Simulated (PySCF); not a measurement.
Steps of a relaxation of [SmCl3(H2O)]−

[SmCl3(H2O)]− (singlet in the valence; each metal's 4f electrons, 6 of them, lie in its core potential, out of spins and levels). PySCF 2.14.0, RKS PBE0, Sm lcecp-0-SVP with ECP52, Cl def2-SVP, O def2-SVP, H def2-SVP; non-relativistic Hamiltonian with scalar-relativistic core potentials where named; density fitting; no spin-orbit coupling. Origin of the start: displaced along the imaginary mode. Columns: position (Å) and force (eV/Å). Energies are counted from the last step; some of the 32 steps are shown. Forces carry noise of the integration grid, about 0.01 to 0.03 eV/Å.

Run from Python with OMP_NUM_THREADS=2. Where DIIS fails, smearing, a level shift and second-order steps follow.
It took 3 min on 2 threads of Arm Neoverse V1, on a shared host, from the converged density of the start.

```xyz
7
step 0  E = 0.278 eV
Sm    0.1357   -0.0292    0.0297     0.01    0.04   -0.02
Cl    1.4094    1.7654    1.6438     0.01   -0.01    0.01
Cl   -2.5050   -0.6841    0.6916    -0.03    0.05    0.05
Cl    1.4085   -1.6429   -1.7674    -0.01    0.00   -0.01
O    -1.6986    1.3817   -1.3744    -1.16   -1.02    0.46
H    -2.2398    1.3653   -0.5242     0.63   -0.20   -1.18
H    -2.1096    0.6005   -1.8420     0.55    1.14    0.70
```

```xyz
7
step 10  E = 0.087 eV
Sm    0.1031    0.1462    0.1794     0.01    0.08    0.02
Cl    1.6931    1.6143    1.8476     0.02    0.00   -0.02
Cl   -2.5438   -0.3683    1.0030    -0.06   -0.08    0.04
Cl    1.1519   -1.3453   -1.8548    -0.02   -0.03   -0.02
O    -1.7535    1.2136   -1.3804    -0.14   -0.13   -0.16
H    -2.3662    0.7736   -0.7323     0.09    0.07   -0.07
H    -1.8840    0.7225   -2.2053     0.10    0.10    0.20
```

```xyz
7
step 21  E = 0.010 eV
Sm    0.0291    0.2689    0.3362    -0.02    0.09    0.07
Cl    1.8052    1.6524    1.8927     0.01   -0.01    0.00
Cl   -2.5699   -0.4215    1.0547    -0.04   -0.02    0.05
Cl    0.5739   -1.0281   -2.0231     0.01   -0.05   -0.11
O    -1.7031    1.1458   -1.4450     0.10   -0.23   -0.26
H    -2.3635    0.6768   -0.8890     0.02   -0.02   -0.06
H    -1.3711    0.4622   -2.0694    -0.09    0.24    0.30
```

**Question.** Where does the relaxation end?

**Answer.** It converges at step 31 in Cs:
```xyz
7
step 31  E = 0
Sm    0.0031    0.3177    0.3543
Cl    1.8361    1.6222    1.9100
Cl   -2.5658   -0.4175    1.1124
Cl    0.5288   -0.9834   -2.0427
O    -1.7136    1.1287   -1.4775
H    -2.3817    0.6437   -0.9511
H    -1.3064    0.4452   -2.0485
```

**Question.** How did the contacts change?

**Answer.** 
```csv
contact,start (Å),end (Å)
Sm1–Cl2 (Cl),2.729,2.735
Sm1–Cl3 (Cl),2.800,2.777
Sm1–Cl4 (Cl),2.730,2.777
Sm1–O5 (H2O),2.707,2.638
```


An lcecp potential fixes the number of 4f electrons, so in runs with it no electron can move into or out of that shell.
